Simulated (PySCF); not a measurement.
PySCF job for CH5AlO2S, SMILES [O](C)[Al]([OH])[SH], r2SCAN-D4/def2-SVP. Geometry optimised at r2SCAN-D4/def2-SVP. The structure was generated by enumeration; whether it is a known compound was not checked. One conformer was computed; it need not be the lowest.

```python
import numpy as np
from pyscf import gto, scf, dft, df
from pyscf.hessian import thermo

mol = gto.M(
    atom='''
    Al   -0.47705303    0.14710761   -0.00000000
    O    -2.01762589    0.85599131   -0.00000000
    H    -2.84754606    0.37185903    0.00000000
    O    -0.28652740   -1.53059463    0.00000000
    C     0.71782406   -2.50070082   -0.00000000
    H     0.63035148   -3.14858003    0.89085212
    H     0.63035149   -3.14858003   -0.89085212
    H     1.73601136   -2.06627952   -0.00000000
    S     1.23455406    1.49385359    0.00000000
    H     0.42593799    2.57855556   -0.00000000
    ''',
    basis='def2-SVP',
    charge=0,
    spin=0,
    max_memory=1600,
    verbose=3,
)
mf = dft.RKS(mol, xc='r2scan').density_fit(auxbasis='def2-universal-jkfit')
mf.disp = 'd4'
mf.grids.level = 4
mf.conv_tol = 1e-11
mf.max_cycle = 100
mf.kernel()

# analytic Hessian; the response equations are solved on a coarser grid
h, args, fine = mf.Hessian(), (mf.mo_energy, mf.mo_coeff, mf.mo_occ), mf.grids
h.max_memory = max(150, 2.5e-5 * df.make_auxmol(mol, mf.with_df.auxbasis).nao * mol.nelec[0] * (mol.nelec[0] + mol.nao))  # MB; small integral blocks
h1ao = h.make_h1(mf.mo_coeff, mf.mo_occ)
mf.grids = dft.Grids(mol).set(level=2).build(with_non0tab=True)
mo1, mo_e1 = h.solve_mo1(*args, h1ao)
mf.grids = fine
hess = h.hess_elec(*args, mo1, mo_e1, h1ao) + h.hess_nuc()
if mf.do_disp():
    hess += h.get_dispersion()
for i in range(mol.natm):  # the analytic DFT Hessian lacks the response of the grid: restore translational invariance
    hess[i, i] -= hess[i].sum(axis=0)
hess = (hess + hess.transpose(1, 0, 3, 2)) / 2
vib = thermo.harmonic_analysis(mol, hess, imaginary_freq=False)
thermo.dump_normal_mode(mol, vib)
th = thermo.thermo(mf, vib['freq_au'][vib['freq_au'] > 0], 298.15, 101325)
thermo.dump_thermo(mol, th)
g0 = mf.nuc_grad_method().set(verbose=0).kernel()

# dipole derivatives [dipole axis, atom, xyz] from the same response
r, irp = mol.intor('int1e_r'), mol.intor('int1e_irp').reshape(3, 3, mol.nao, mol.nao)
sl, dm0, ok = mol.aoslice_by_atom(), np.array(mf.make_rdm1()), []
dmu = np.einsum('a,xt->xat', mol.atom_charges(), np.eye(3))
for a, (_, _, p0, p1) in enumerate(sl):
    dmu[:, a] += 2 * np.einsum('xtij,ij->xt', irp[:, :, :, p0:p1], dm0.reshape(-1, mol.nao, mol.nao).sum(0)[:, p0:p1])
    for u, c, occ, f in [(mo1, mf.mo_coeff, mf.mo_occ, 4)]:
        dmu[:, a] -= f * np.einsum('tui,xuv,vi->xt', u[a], r, c[:, occ > 0], optimize=True)
L = vib['norm_mode']
ir = 974.8801 * (np.einsum('xat,kat->kx', dmu, L) ** 2).sum(1)       # km/mol
apt = np.einsum('xax->a', dmu) / 3

# polarisability derivatives from nuclear gradients in small electric fields
h0, F = mf.get_hcore(), 0.005
def in_field(f, guess):
    m = mf.copy()
    m.verbose, m.conv_tol, m.conv_tol_grad = 0, 1e-11, 2e-7
    m.get_hcore = lambda *a: h0 + np.einsum('x,xij->ij', f, r)
    m.kernel(guess)
    ok.append(m.converged)
    dm = np.array(m.make_rdm1())
    g = m.nuc_grad_method().kernel() - np.outer(mol.atom_charges(), f)
    for a, (_, _, p0, p1) in enumerate(sl):
        g[a] -= 2 * np.einsum('x,xtij,ij->t', f, irp[:, :, :, p0:p1], dm[:, p0:p1])
    return g, -np.einsum('xij,ij->x', r, dm), dm
E = np.eye(3) * F
g0, _, dm0 = in_field(np.zeros(3), dm0)
gp = [in_field(e, dm0) for e in E]
gm = [in_field(-e, 2 * dm0 - p[2]) for e, p in zip(E, gp)]
alpha = np.array([(p[1] - q[1]) / (2 * F) for p, q in zip(gp, gm)])  # bohr^3
check = abs(np.array([-(p[0] - q[0]) / (2 * F) for p, q in zip(gp, gm)]) - dmu).max()
print('static polarisability / bohr^3:', alpha.round(3))
print('largest difference of analytic and finite-field dipole derivatives / e:', check)
da = np.zeros((3, 3, mol.natm, 3))
for x in range(3):
    da[x, x] = -(gp[x][0] + gm[x][0] - 2 * g0) / F**2
for x, y in ((0, 1), (0, 2), (1, 2)):
    up, down = in_field(E[x] + E[y], gp[x][2] + gp[y][2] - dm0), in_field(-E[x] - E[y], gm[x][2] + gm[y][2] - dm0)
    both = -(up[0] + down[0] - 2 * g0) / F**2
    da[x, y] = da[y, x] = (both - da[x, x] - da[y, y]) / 2
aq = np.einsum('xyat,kat->kxy', da, L) * 0.529177210903**2           # A^2/amu^1/2
a = np.einsum('kxx->k', aq) / 3
g2 = 1.5 * (aq**2).sum((1, 2)) - 4.5 * a**2
raman, depol = 45 * a**2 + 7 * g2, 3 * g2 / (45 * a**2 + 4 * g2 + 1e-12)
print('mode   freq/cm-1   IR/(km/mol)   Raman/(A^4/amu)   depolarisation')
for k, w in enumerate(vib['freq_wavenumber']):
    print(f'{k + 1:4d} {w:11.2f} {ir[k]:13.3f} {raman[k]:17.3f} {depol[k]:16.3f}')
print('max |gradient| / (hartree/bohr):', abs(g0).max())
print('APT charges:', apt.round(4))
```

Log of the run:

```
converged SCF energy = -831.829555378219

WARN: MGGA Hessian is sensitive to dft grids. grids.level 4 may not be dense enough.


WARN: DFTD4 does not support analytical Hessian, using finite difference.


WARN: Mole.unit (angstrom) is changed to Bohr

Mode                                 0                   1                   2
Irrep
Freq [cm^-1]                       51.2922             65.6235             85.6549
Reduced mass [au]                   1.0508              3.6631              3.1833
Force const [Dyne/A]                0.0016              0.0093              0.0138
Char temp [K]                      73.7980             94.4176            123.2383
Normal mode                   x     y     z       x     y     z       x     y     z
       0  Al                -0.00  0.00  0.01   -0.05  0.00 -0.00   -0.00 -0.00  0.04
       1   O                -0.00  0.00 -0.03   -0.03  0.03  0.00   -0.00  0.00 -0.08
       2   H                -0.00  0.00 -0.05   -0.05  0.06  0.00   -0.00  0.00 -0.10
       3   O                -0.00 -0.00  0.02   -0.05 -0.01 -0.00   -0.00 -0.00  0.16
       4   C                 0.00  0.00 -0.03    0.11  0.14  0.00    0.00  0.00 -0.12
       5   H                 0.36  0.32  0.24    0.21  0.13  0.00    0.05 -0.19 -0.25
       6   H                -0.36 -0.32  0.24    0.21  0.13 -0.00   -0.05  0.19 -0.25
       7   H                 0.00  0.00 -0.60    0.04  0.30  0.00    0.00  0.00 -0.08
       8   S                 0.00 -0.00  0.02    0.02 -0.09 -0.00    0.00 -0.00 -0.00
       9   H                 0.00 -0.00 -0.09    0.09 -0.03  0.00    0.00 -0.00 -0.21
Mode                                 3                   4                   5
Irrep
Freq [cm^-1]                      178.0068            225.2316            231.8900
Reduced mass [au]                   4.9493              1.1672              5.7639
Force const [Dyne/A]                0.0924              0.0349              0.1826
Char temp [K]                     256.1122            324.0581            333.6381
Normal mode                   x     y     z       x     y     z       x     y     z
       0  Al                 0.02 -0.07  0.00    0.00  0.00  0.04   -0.06  0.01  0.00
       1   O                 0.11  0.12  0.00   -0.00 -0.00  0.02   -0.02  0.09  0.00
       2   H                 0.01  0.29 -0.00    0.00 -0.00 -0.18   -0.10  0.24 -0.00
       3   O                -0.05 -0.08 -0.00   -0.00  0.00 -0.07    0.16  0.05 -0.00
       4   C                 0.04 -0.00  0.00   -0.00  0.00  0.01    0.04 -0.07  0.00
       5   H                 0.09 -0.01  0.00   -0.06  0.01  0.01   -0.04 -0.06 -0.00
       6   H                 0.09 -0.01 -0.00    0.06 -0.01  0.01   -0.04 -0.06  0.00
       7   H                 0.00  0.08  0.00   -0.00 -0.00  0.07    0.09 -0.18 -0.00
       8   S                -0.06  0.03  0.00    0.00  0.00  0.01   -0.04 -0.05  0.00
       9   H                -0.21 -0.08 -0.00    0.00  0.00 -0.90    0.06  0.02 -0.00
Mode                                 6                   7                   8
Irrep
Freq [cm^-1]                      245.3515            323.5604            450.3301
Reduced mass [au]                   5.4554              1.1855              5.8126
Force const [Dyne/A]                0.1935              0.0731              0.6945
Char temp [K]                     353.0062            465.5313            647.9248
Normal mode                   x     y     z       x     y     z       x     y     z
       0  Al                -0.00 -0.00  0.15    0.00  0.00 -0.03    0.08  0.04 -0.00
       1   O                 0.00  0.00 -0.08    0.00  0.00  0.08    0.07 -0.02 -0.00
       2   H                -0.00  0.00 -0.25    0.00 -0.00 -0.90    0.16 -0.19  0.00
       3   O                 0.00 -0.00 -0.08    0.00  0.00  0.03    0.01  0.08 -0.00
       4   C                 0.00 -0.00 -0.01    0.00  0.00  0.00   -0.04  0.06  0.00
       5   H                -0.03  0.03  0.01    0.01 -0.01 -0.00   -0.06  0.06 -0.00
       6   H                 0.03 -0.03  0.01   -0.01  0.01 -0.00   -0.06  0.06  0.00
       7   H                 0.00  0.00  0.01    0.00  0.00 -0.01   -0.02  0.01  0.00
       8   S                -0.00 -0.00 -0.05   -0.00 -0.00 -0.01   -0.09 -0.08  0.00
       9   H                -0.00 -0.00  0.28   -0.00 -0.00  0.13   -0.19 -0.15 -0.00
Mode                                 9                  10                  11
Irrep
Freq [cm^-1]                      549.8769            627.2794            732.7819
Reduced mass [au]                   1.4420              1.1627              6.1771
Force const [Dyne/A]                0.2569              0.2695              1.9543
Char temp [K]                     791.1505            902.5154           1054.3100
Normal mode                   x     y     z       x     y     z       x     y     z
       0  Al                -0.00  0.00 -0.00   -0.02 -0.00  0.00   -0.05 -0.12 -0.00
       1   O                -0.06  0.12 -0.00   -0.04 -0.00  0.00    0.05  0.00  0.00
       2   H                 0.40 -0.71  0.00   -0.09  0.08 -0.00    0.16 -0.19  0.00
       3   O                 0.00 -0.04 -0.00    0.02  0.02 -0.00    0.05  0.09  0.00
       4   C                 0.03 -0.04  0.00   -0.01  0.01  0.00   -0.07  0.09 -0.00
       5   H                 0.04 -0.04  0.00   -0.02  0.01 -0.00   -0.12  0.10 -0.00
       6   H                 0.04 -0.04 -0.00   -0.02  0.01  0.00   -0.12  0.10  0.00
       7   H                 0.02 -0.02 -0.00    0.00 -0.01  0.00   -0.05  0.04  0.00
       8   S                 0.00  0.00  0.00    0.05  0.01 -0.00    0.02  0.02  0.00
       9   H                -0.07 -0.05  0.00   -0.73 -0.56  0.00    0.06  0.05 -0.00
Mode                                12                  13                  14
Irrep
Freq [cm^-1]                      915.0113           1179.5145           1186.7582
Reduced mass [au]                   8.1764              1.4451              1.2864
Force const [Dyne/A]                4.0333              1.1845              1.0674
Char temp [K]                    1316.4976           1697.0587           1707.4809
Normal mode                   x     y     z       x     y     z       x     y     z
       0  Al                -0.11  0.07 -0.00   -0.00  0.01  0.00   -0.00  0.00 -0.00
       1   O                 0.15 -0.06  0.00    0.00  0.00 -0.00    0.00 -0.00  0.00
       2   H                 0.20 -0.13  0.00    0.00 -0.00 -0.00    0.00 -0.00 -0.00
       3   O                -0.02 -0.01  0.00    0.08 -0.02  0.00    0.00 -0.00 -0.05
       4   C                 0.03 -0.04 -0.00   -0.13 -0.04 -0.00   -0.00  0.00  0.13
       5   H                 0.05 -0.05  0.00    0.37 -0.03  0.07    0.32 -0.45 -0.16
       6   H                 0.05 -0.05 -0.00    0.37 -0.03 -0.07   -0.32  0.45 -0.16
       7   H                 0.02 -0.02 -0.00   -0.36  0.50  0.00   -0.00  0.00 -0.31
       8   S                 0.01  0.00  0.00   -0.00  0.00  0.00    0.00  0.00  0.00
       9   H                -0.08 -0.06 -0.00   -0.00  0.00 -0.00   -0.00  0.00  0.00
Mode                                15                  16                  17
Irrep
Freq [cm^-1]                     1246.3776           1473.1214           1478.7147
Reduced mass [au]                   6.2390              1.0386              1.0647
Force const [Dyne/A]                5.7103              1.3279              1.3716
Char temp [K]                    1793.2599           2119.4937           2127.5412
Normal mode                   x     y     z       x     y     z       x     y     z
       0  Al                -0.01  0.04  0.00   -0.00  0.00  0.00    0.00 -0.01  0.00
       1   O                 0.01  0.00  0.00    0.00 -0.00 -0.00   -0.00  0.00  0.00
       2   H                 0.02 -0.02  0.00    0.00 -0.00  0.00   -0.00 -0.00  0.00
       3   O                 0.09 -0.16  0.00   -0.00 -0.00  0.01   -0.01  0.03  0.00
       4   C                -0.08  0.14 -0.00   -0.00 -0.00  0.05    0.00  0.06  0.00
       5   H                -0.17  0.04 -0.07   -0.49 -0.03 -0.05    0.05 -0.54 -0.41
       6   H                -0.17  0.04  0.07    0.49  0.03 -0.05    0.05 -0.54  0.41
       7   H                 0.07 -0.16  0.00    0.00 -0.00 -0.69   -0.02  0.06 -0.00
       8   S                -0.00 -0.00  0.00    0.00  0.00 -0.00    0.00  0.00  0.00
       9   H                -0.00  0.00 -0.00   -0.00  0.00  0.00    0.00  0.00 -0.00
Mode                                18                  19                  20
Irrep
Freq [cm^-1]                     1484.1733           2693.7998           2979.8171
Reduced mass [au]                   1.1056              1.0380              1.0323
Force const [Dyne/A]                1.4349              4.4377              5.4006
Char temp [K]                    2135.3949           3875.7781           4287.2934
Normal mode                   x     y     z       x     y     z       x     y     z
       0  Al                -0.00  0.01  0.00    0.00 -0.00  0.00   -0.00  0.00  0.00
       1   O                 0.00 -0.00  0.00    0.00  0.00  0.00    0.00 -0.00 -0.00
       2   H                -0.00  0.00  0.00    0.00  0.00  0.00    0.00  0.00  0.00
       3   O                 0.02 -0.02  0.00   -0.00  0.00 -0.00    0.00 -0.00  0.00
       4   C                 0.07 -0.04  0.00    0.00 -0.00 -0.00    0.04 -0.02 -0.00
       5   H                -0.46 -0.01 -0.04   -0.00 -0.00  0.00    0.05  0.29 -0.40
       6   H                -0.46 -0.01  0.04   -0.00 -0.00 -0.00    0.05  0.29  0.40
       7   H                -0.25  0.63 -0.00    0.00  0.00  0.00   -0.63 -0.29  0.00
       8   S                -0.00 -0.00  0.00    0.02 -0.02  0.00   -0.00 -0.00 -0.00
       9   H                -0.00 -0.00 -0.00   -0.57  0.79 -0.00   -0.00 -0.00  0.00
Mode                                21                  22                  23
Irrep
Freq [cm^-1]                     3063.4062           3076.5499           3939.1424
Reduced mass [au]                   1.1044              1.1060              1.0678
Force const [Dyne/A]                6.1065              6.1680              9.7622
Char temp [K]                    4407.5594           4426.4703           5667.5489
Normal mode                   x     y     z       x     y     z       x     y     z
       0  Al                -0.00  0.00  0.00    0.00  0.00 -0.00    0.00 -0.00 -0.00
       1   O                 0.00 -0.00  0.00   -0.00 -0.00 -0.00   -0.05 -0.03  0.00
       2   H                 0.00  0.00  0.00    0.00  0.00 -0.00    0.84  0.47  0.00
       3   O                 0.00 -0.00 -0.00   -0.00  0.00  0.00    0.00 -0.00  0.00
       4   C                -0.06 -0.07  0.00   -0.00 -0.00 -0.09   -0.00  0.00  0.00
       5   H                 0.03  0.26 -0.40   -0.07 -0.39  0.54    0.00 -0.00  0.00
       6   H                 0.03  0.26  0.40    0.07  0.39  0.54    0.00 -0.00 -0.00
       7   H                 0.61  0.28  0.00    0.00  0.00 -0.02    0.00 -0.00 -0.00
       8   S                -0.00  0.00 -0.00   -0.00  0.00  0.00    0.00  0.00  0.00
       9   H                 0.00  0.00  0.00    0.00 -0.00  0.00    0.00  0.00 -0.00
temperature 298.1500 [K]
pressure 101325.00 [Pa]
Rotational constants [GHz] 3.58989 2.20180 1.37665
Symmetry number 1
Zero-point energy (ZPE) 0.06489 [Eh]   170367.762 [J/mol]
                           tot       elec      trans        rot        vib
Entropy [J/mol/K]       385.048      0.000    167.150    116.239    101.659
Cv [J/mol/K]            110.064      0.000     12.472     12.472     85.121
Cp [J/mol/K]            118.379      0.000     20.786     12.472     85.121
Internal energy [J/mol]                      3718.434   3718.434 185407.464
Internal energy [Eh]   -831.75610  -831.82956
Enthalpy [J/mol]                             6197.391   3718.434 185407.464
Enthalpy [Eh]          -831.75516
Gibbs free energy [J/mol]                  -43638.490 -30938.129 155097.760
Gibbs free energy [Eh] -831.79889
static polarisability / bohr^3: [[54.263  1.011 -0.   ]
 [ 1.005 61.306  0.   ]
 [ 0.    -0.    39.4  ]]
largest difference of analytic and finite-field dipole derivatives / e: 0.0013188301517041978
mode   freq/cm-1   IR/(km/mol)   Raman/(A^4/amu)   depolarisation
   1       51.29         0.683             0.160            0.750
   2       65.62         6.102             1.028            0.670
   3       85.65         6.159             0.061            0.750
   4      178.01         3.611             0.794            0.742
   5      225.23        16.375             2.608            0.750
   6      231.89        32.934             1.232            0.748
   7      245.35        42.930             0.981            0.750
   8      323.56       143.009             1.273            0.750
   9      450.33        18.683            12.603            0.111
  10      549.88       164.064             3.122            0.082
  11      627.28        14.277             7.816            0.665
  12      732.78       168.204             5.523            0.363
  13      915.01        83.500             1.220            0.270
  14     1179.51        44.371             2.969            0.744
  15     1186.76         0.081             0.936            0.750
  16     1246.38       341.215             4.458            0.107
  17     1473.12         1.412            18.653            0.750
  18     1478.71         1.426            22.627            0.667
  19     1484.17        15.346            13.497            0.721
  20     2693.80         1.399           136.602            0.281
  21     2979.82       101.695           160.704            0.003
  22     3063.41        52.292            93.675            0.550
  23     3076.55        41.627           130.581            0.750
  24     3939.14       107.698           140.801            0.283
max |gradient| / (hartree/bohr): 0.0003301409991428736
APT charges: [ 1.5852 -0.8832  0.3207 -1.0502  0.6423 -0.0673 -0.0673 -0.0634 -0.4908
  0.0805]
```

The run converged.

Cost: around 13 core-minutes (rough).
